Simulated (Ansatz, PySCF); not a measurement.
Species: BaO, charge 0, multiplicity 1. 
Coordinates optimised at B3LYP-D3(BJ)/def2-TZVP (Ansatz, a program for electronic structure):
SMILES: [Ba]=[O]
```xyz
2

Ba     0.0000     0.0000    -0.2433
O      0.0000     0.0000     1.7033
```

Dipole moments at this geometry, in debye (magnitudes).

```csv
level,program,dipole (D)
HF/def2-TZVPD,PySCF,9.32
PBE/def2-TZVPD,PySCF,7.23
M06-L/def2-TZVPD,PySCF,7.56
r2SCAN/def2-TZVPD,Ansatz,7.65
B3LYP/def2-TZVPD,Ansatz,7.98
PBE0/def2-TZVPD,Ansatz,8.01
r2SCAN0/def2-TZVPD,Ansatz,8.18
PW6B95/def2-TZVPD,PySCF,8.01
M06-2X/def2-TZVPD,PySCF,8.32
HSE06/def2-TZVPD,Ansatz,7.95
CAM-B3LYP/def2-TZVPD,Ansatz,8.50
LC-wPBE/def2-TZVPD,Ansatz,8.78
CCSD(T)/def2-SVPD,Ansatz,8.23
```
